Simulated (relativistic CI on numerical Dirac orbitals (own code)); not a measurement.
# Energy levels of Kr III

Computed by Dirac-Coulomb-Breit CI, separate exchange-only KLI orbitals for each configuration, a model potential for QED, valence Slater integrals scaled by 0.85, P86 correlation energy added to each configuration (own radial code, finite nucleus).

CI space (outside the closed core [Ar] 3d10): 4s²4p⁴, 4s4p⁵, 4s²4p³4d, 4p⁶, 4s²4p³4f, 4s²4p³5s, 4s4p⁴4d, 4s²4p³5p, 4s²4p³6s, 4s²4p³5d, 4s4p⁴4f, 4s²4p³6p, 4s²4p³6d, 4s²4p³5f, 4s²4p²4d², 4s²4p4d³, 4s²4p4d²4f, 4s²4p4d²5s, 4s4p²4d³, 4s²4p4d²5p. Double excitations out of closed p, d and f shells are left out; levels of such configurations are missing from the list, as are those of other unlisted configurations, and high levels can miss mixing partners. These lack a partner that the ground configuration has and come out too high: 4s²4p³6s, 4s²4p³5d, 4s4p⁴4f, 4s²4p³6p, 4s²4p³6d.

The lowest level is 4s²4p⁴ ³P2, with 94 % of that term; Hund's rules for 4s²4p⁴ give ³P with J = 2, in agreement.

| No. | Configuration | Term | J | E (eV) | % | Next component (%) | Lifetime (s) | jj configuration (%) |
| --- | --- | --- | --- | --- | --- | --- | --- | --- |
| 1 | 4s²4p⁴ | ³P | 2 | 0.0000 | 94 | 4 ¹D |  | 4p3/2^2 (81) |
| 2 | 4s²4p⁴ | ³P | 1 | 0.5503 | 98 | 1 4s4p⁴4d ³P | 5.28e-01 | 4p1/2 4p3/2^3 (98) |
| 3 | 4s²4p⁴ | ³P | 0 | 0.6344 | 93 | 5 ¹S | 5.53e+01 | 4p3/2^2 (54) |
| 4 | 4s²4p⁴ | ¹D | 2 | 1.8376 | 94 | 4 ³P | 1.91e-01 | 4p1/2 4p3/2^3 (81) |
| 5 | 4s²4p⁴ | ¹S | 0 | 3.8075 | 91 | 5 ³P | 1.96e-02 | 4p3/2^4 (54) |
| 6 | 4s4p⁵ | ³P° | 2 | 15.3752 | 74 | 25 4s²4p³4d ³P° | 3.84e-09 | 4s 4p3/2^3 (74) |
| 7 | 4s4p⁵ | ³P° | 1 | 15.7969 | 72 | 25 4s²4p³4d ³P° | 3.67e-09 | 4s 4p1/2 4p3/2^4 (42) |
| 8 | 4s4p⁵ | ³P° | 0 | 16.0601 | 73 | 26 4s²4p³4d ³P° | 3.81e-09 | 4s 4p1/2 4p3/2^4 (73) |
| 9 | 4s²4p³4d | ⁵D° | 3 | 17.9674 | 97 | 1 ³D° | 6.07e-08 | 4p1/2 4p3/2^2 4d5/2 (26) |
| 10 | 4s²4p³4d | ⁵D° | 0 | 17.9682 | 98 | 1 ³P° | 3.28e-08 | 4p1/2 4p3/2^2 4d3/2 (49) |
| 11 | 4s²4p³4d | ⁵D° | 2 | 17.9692 | 98 | 1 ³D° | 3.76e-08 | 4p1/2 4p3/2^2 4d3/2 (38) |
| 12 | 4s²4p³4d | ⁵D° | 1 | 17.9700 | 98 | 1 ³P° | 3.18e-08 | 4p1/2 4p3/2^2 4d3/2 (49) |
| 13 | 4s²4p³4d | ⁵D° | 4 | 17.9789 | 97 | 2 ³F° |  | 4p1/2 4p3/2^2 4d5/2 (53) |
| 14 | 4s²4p³4d | ¹P° | 1 | 18.5210 | 59 | 37 4s4p⁵ ¹P° | 3.32e-09 | 4p1/2 4p3/2^2 4d5/2 (33) |
| 15 | 4s²4p³5s | ⁵S° | 2 | 18.9858 | 97 | 2 ³P° | 1.69e-08 | 4p1/2 4p3/2^2 5s (51) |
| 16 | 4s²4p³4d | ³D° | 2 | 19.3332 | 83 | 10 ³F° | 4.98e-09 | 4p3/2 4d5/2 (41) |
| 17 | 4s²4p³4d | ³D° | 3 | 19.4565 | 92 | 5 ³F° | 6.44e-09 | 4p1/2 4p3/2^2 4d5/2 (64) |
| 18 | 4s²4p³4d | ³D° | 1 | 19.5054 | 98 | 1 ³P° | 3.75e-09 | 4p1/2 4p3/2^2 4d5/2 (48) |
| 19 | 4s²4p³5s | ³S° | 1 | 19.7685 | 95 | 2 ¹P° | 1.54e-10 | 4p1/2 4p3/2^2 5s (48) |
| 20 | 4s²4p³4d | ³F° | 2 | 19.9804 | 86 | 12 ³D° | 1.93e-08 | 4p1/2 4p3/2^2 4d3/2 (66) |
| 21 | 4s²4p³4d | ³F° | 3 | 20.1159 | 89 | 6 ³D° | 1.36e-08 | 4p1/2 4p3/2^2 4d3/2 (58) |
| 22 | 4s²4p³4d | ³F° | 4 | 20.2805 | 89 | 8 ³G° | 4.22e-01 | 4p1/2 4p3/2^2 4d5/2 (70) |
| 23 | 4s²4p³4d | ¹S° | 0 | 20.4155 | 97 | 3 ³P° | 6.05e-08 | 4p1/2 4p3/2^2 4d5/2 (51) |
| 24 | 4s²4p³4d | ³G° | 3 | 20.7490 | 90 | 7 ³F° | 1.23e-08 | 4p1/2 4p3/2^2 4d3/2 (35) |
| 25 | 4s²4p³4d | ³G° | 4 | 20.7956 | 83 | 15 ³F° | 7.49e-01 | 4p1/2 4p3/2^2 4d5/2 (40) |
| 26 | 4s²4p³4d | ³G° | 5 | 20.8703 | 99 |  |  | 4p1/2 4p3/2^2 4d5/2 (99) |
| 27 | 4s²4p³4d | ¹G° | 4 | 21.1944 | 90 | 6 ³F° | 5.19e-01 | 4p1/2 4p3/2^2 4d3/2 (62) |
| 28 | 4s²4p³5s | ³D° | 1 | 21.2748 | 75 | 17 4s²4p³4d ³D° | 7.91e-10 | 4p1/2 4p3/2^2 5s (42) |
| 29 | 4s²4p³5s | ³D° | 2 | 21.3105 | 63 | 11 ¹D° | 5.63e-10 | 4p1/2 4p3/2^2 5s (43) |
| 30 | 4s²4p³4d | ¹D° | 2 | 21.4808 | 41 | 30 4s²4p³5s ¹D° | 1.78e-09 | 4p1/2 4p3/2^2 5s (47) |
| 31 | 4s²4p³5s | ³D° | 3 | 21.5089 | 92 | 7 4s²4p³4d ³D° | 6.29e-10 | 4p1/2 4p3/2^2 5s (92) |
| 32 | 4s²4p³4d | ³D° | 1 | 22.1259 | 79 | 13 4s²4p³5s ³D° | 2.13e-10 | 4p3/2 4d3/2 (30) |
| 33 | 4s²4p³5s | ¹D° | 2 | 22.2660 | 45 | 37 4s²4p³4d ¹D° | 1.72e-10 | 4p1/2 4p3/2^2 5s (43) |
| 34 | 4s²4p³4d | ³P° | 0 | 22.3088 | 77 | 19 4s²4p³5s ³P° | 8.54e-10 | 4p3/2 4d3/2 (39) |
| 35 | 4s²4p³4d | ³D° | 2 | 22.3925 | 81 | 8 4s²4p³5s ³D° | 2.09e-10 | 4p1/2 4p3/2^2 4d5/2 (41) |
| 36 | 4s²4p³4d | ³P° | 1 | 22.4040 | 74 | 13 4s²4p³5s ³P° | 3.72e-10 | 4p3/2 4d5/2 (33) |
| 37 | 4s²4p³4d | ³F° | 3 | 22.4791 | 91 | 4 ³G° | 1.64e-09 | 4p1/2 4p3/2^2 4d5/2 (41) |
| 38 | 4s²4p³4d | ³F° | 4 | 22.5286 | 86 | 7 ¹G° | 2.18e-02 | 4p3/2^3 4d5/2 (64) |
| 39 | 4s²4p³5p | ⁵P | 1 | 22.5633 | 96 | 2 ³P | 1.97e-09 | 4p1/2 4p3/2^2 5p1/2 (47) |
| 40 | 4s²4p³4d | ³F° | 2 | 22.5732 | 86 | 5 ¹D° | 6.62e-10 | 4p1/2 4p3/2^2 4d3/2 (44) |
| 41 | 4s²4p³5p | ⁵P | 2 | 22.5939 | 93 | 5 ³P | 1.95e-09 | 4p1/2 4p3/2^2 5p1/2 (34) |
| 42 | 4s²4p³4d | ³D° | 3 | 22.6687 | 83 | 6 4s²4p³5s ³D° | 1.10e-10 | 4p1/2 4p3/2^2 4d5/2 (51) |
| 43 | 4s²4p³5p | ⁵P | 3 | 22.6761 | 97 | 2 ³D | 1.84e-09 | 4p1/2 4p3/2^2 5p3/2 (51) |
| 44 | 4s²4p³4d | ³P° | 2 | 22.8732 | 64 | 22 4s²4p³5s ³P° | 1.12e-09 | 4p1/2 4p3/2^2 4d5/2 (33) |
| 45 | 4s²4p³5s | ³P° | 1 | 23.0413 | 64 | 18 4s²4p³4d ³S° | 1.07e-10 | 4p1/2 4p3/2^2 5s (62) |
| 46 | 4s²4p³5s | ³P° | 0 | 23.0538 | 78 | 20 4s²4p³4d ³P° | 2.38e-10 | 4p1/2 4p3/2^2 5s (78) |
| 47 | 4s²4p³5p | ³P | 1 | 23.1152 | 93 | 3 ¹P | 2.90e-09 | 4p3/2 5p3/2 (43) |
| 48 | 4s²4p³5p | ³P | 2 | 23.1687 | 93 | 4 ⁵P | 2.95e-09 | 4p1/2 4p3/2^2 5p3/2 (42) |
| 49 | 4s²4p³5p | ³P | 0 | 23.1850 | 99 | 1 ¹S | 2.96e-09 | 4p1/2 4p3/2^2 5p3/2 (70) |
| 50 | 4s²4p³5s | ³P° | 2 | 23.3630 | 51 | 31 4s²4p³4d ³P° | 1.12e-10 | 4p3/2^3 5s (50) |
| 51 | 4s²4p³4d | ³S° | 1 | 23.3768 | 65 | 14 4s²4p³5s ¹P° | 5.83e-11 | 4p1/2 4p3/2^2 4d3/2 (41) |
| 52 | 4s²4p³5s | ¹P° | 1 | 23.5747 | 71 | 7 ³P° | 9.64e-11 | 4p3/2^3 5s (65) |
| 53 | 4s²4p³4d | ³D° | 3 | 23.6907 | 62 | 28 ¹F° | 5.66e-11 | 4p3/2 4d5/2 (30) |
| 54 | 4s²4p³4d | ¹F° | 3 | 23.9182 | 66 | 28 ³D° | 4.19e-10 | 4p3/2^3 4d5/2 (58) |
| 55 | 4s²4p³4d | ³D° | 2 | 23.9703 | 72 | 11 ¹D° | 4.13e-11 | 4p1/2 4p3/2^2 4d3/2 (25) |
| 56 | 4s²4p³4d | ³D° | 1 | 24.2360 | 83 | 10 4s²4p³5d ³D° | 4.18e-11 | 4p1/2 4p3/2^2 4d3/2 (38) |
| 57 | 4s²4p³5p | ³D | 1 | 24.6066 | 50 | 43 ¹P | 2.28e-09 | 4p1/2 4p3/2^2 5p1/2 (41) |
| 58 | 4s²4p³4d | ³P° | 2 | 24.6572 | 57 | 16 4s4p⁵ ³P° | 3.75e-11 | 4p1/2 4p3/2^2 4d5/2 (36) |
| 59 | 4s²4p³5p | ³D | 2 | 24.8192 | 53 | 41 ³F | 2.15e-09 | 4p1/2 4p3/2^2 5p1/2 (54) |
| 60 | 4s²4p³4d | ¹D° | 2 | 24.8932 | 75 | 7 ³P° | 4.45e-11 | 4p1/2 4p3/2^2 4d5/2 (45) |
| 61 | 4s²4p³4d | ³P° | 1 | 24.9316 | 67 | 21 4s4p⁵ ³P° | 3.10e-11 | 4p1/2 4p3/2^2 4d3/2 (31) |
| 62 | 4s²4p³5p | ³F | 2 | 24.9543 | 47 | 43 ³D | 2.08e-09 | 4p3/2 5p3/2 (34) |
| 63 | 4s²4p³5p | ³F | 3 | 24.9548 | 67 | 28 ³D | 2.09e-09 | 4p1/2 4p3/2^2 5p1/2 (41) |
| 64 | 4s²4p³5p | ¹P | 1 | 25.0203 | 52 | 44 ³D | 2.17e-09 | 4p1/2 4p3/2^2 5p3/2 (72) |
| 65 | 4s²4p³5p | ³D | 3 | 25.0991 | 68 | 23 ¹F | 2.19e-09 | 4p1/2 4p3/2^2 5p3/2 (48) |
| 66 | 4s²4p³4d | ³P° | 0 | 25.1633 | 70 | 22 4s4p⁵ ³P° | 2.98e-11 | 4p3/2^3 4d3/2 (39) |
| 67 | 4s²4p³5p | ¹F | 3 | 25.1808 | 67 | 18 ³F | 2.45e-09 | 4p1/2 4p3/2^2 5p3/2 (63) |
| 68 | 4s²4p³5p | ³F | 4 | 25.1816 | 99 |  | 2.01e-09 | 4p1/2 4p3/2^2 5p3/2 (99) |
| 69 | 4s²4p³4d | ¹F° | 3 | 25.3297 | 83 | 9 4s²4p³5d ¹F° | 3.30e-11 | 4p1/2 4p3/2^2 4d5/2 (39) |
| 70 | 4s²4p³5p | ³P | 2 | 25.4959 | 91 | 4 ¹D | 1.76e-09 | 4p1/2 4p3/2^2 5p1/2 (68) |

Energies count from the lowest computed level; ° marks odd parity; lifetimes are radiative, by E1, M1, E2 decay to levels of this space only; some are left blank where a channel outside the calculation adds to the decay or the decay crosses a small, uncertain gap. Filled j subshells are mostly left out of the jj labels.

The mean weight of the leading LS term, summed over parents, in these 70 levels is 80 %, and that of the leading jj configuration (from the same eigenvectors) 52 %, so LS coupling describes them better.

Correlation outside the listed configurations is missing or only estimated: errors of thousands of cm⁻¹ between configurations and terms are usual at this charge. Rates and lifetimes follow the computed energies and can be off by large factors. The fine structure of a lone outer electron comes out too small, for d and f at times inverted, and misplaced configurations move strength between like terms. 60 of the 69 excited levels that our extract of the measured tables holds in this range could be paired (the sources list more); they are missed by 7166 cm⁻¹ on average and 10861 at most, and levels without a partner can miss by more.

Landé's interval rule says that E(J) − E(J−1) = AJ with one A. For the ground term the intervals give A = -678.0, -2219.2 cm⁻¹ for J = 1, 2; the multiplet is inverted.

LS names give the leading component of a level, which can be under half, so a name can repeat, a term be missing and a line seem to break the LS rules.
